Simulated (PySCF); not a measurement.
Compound: C₅H₉BO₂.
Cartesian coordinates in Å at the PBE0-D3(BJ)/def2-SVP level; atoms count from 1:
```xyz
17
C5H9BO2 angstrom
B     -2.5317    0.4458   -0.6701
O     -2.6530   -0.0159    0.6046
C     -1.3535   -0.0960    1.1647
C     -0.3973    0.4565    0.0810
C      0.7034   -0.4882   -0.2966
C      2.0138   -0.4189    0.4353
C      1.9246    0.0255   -0.9928
O     -1.2513    0.7269   -1.0313
H     -3.4698    0.5918   -1.4045
H     -1.1241   -1.1461    1.4111
H     -1.3162    0.4877    2.0971
H      0.0510    1.4145    0.3992
H      0.3494   -1.4834   -0.5888
H      2.5267   -1.3558    0.6647
H      2.1276    0.3510    1.2043
H      2.3754   -0.6029   -1.7643
H      1.9734    1.0972   -1.2046
```

Computed with PySCF at PBE0/pcSseg-1, non-relativistic, on one gas-phase PBE0-D3(BJ)/def2-SVP geometry that isn't relaxed in the solvent. The solvent is an IEF-PCM continuum (cavity from Bondi-type radii × 1.2). The model holds no explicit solvent molecules, cavitation or dispersion.

```json
{"run": "gas", "E − E(gas) (kcal/mol)": "0.00", "HOMO (eV)": "-8.05", "HOMO–LUMO gap (eV)": "8.87", "dipole (D)": "2.60"}
{"run": "P", "E − E(gas) (kcal/mol)": "-3.59", "HOMO (eV)": "-8.02", "HOMO–LUMO gap (eV)": "8.84", "dipole (D)": "3.09"}
{"run": "Q", "E − E(gas) (kcal/mol)": "-2.22", "HOMO (eV)": "-8.03", "HOMO–LUMO gap (eV)": "8.86", "dipole (D)": "2.90"}
```

**Question.** The runs were made in benzene and chloroform. Which run belongs to which solvent?

**Answer.** P = chloroform, Q = benzene. The dielectric constants are 2.271 (benzene), 4.711 (chloroform), and the energy falls further as ε rises. In this model the ground state sees the solvent through ε alone.

**Question.** How constant is the ratio of the lowering to (ε − 1)/(2ε + 1)?

**Answer.** 
```tsv
solvent	(ε − 1)/(2ε + 1)	E − E(gas) (kcal/mol)	ratio (kcal/mol)	polarisation term (kcal/mol)
benzene	0.229	-2.22	-9.7	-2.34
chloroform	0.356	-3.59	-10.1	-3.92
```

The ratio changes by +4.1 % in size from benzene to chloroform. The polarisation term is half the interaction of the solute with the induced surface charges.
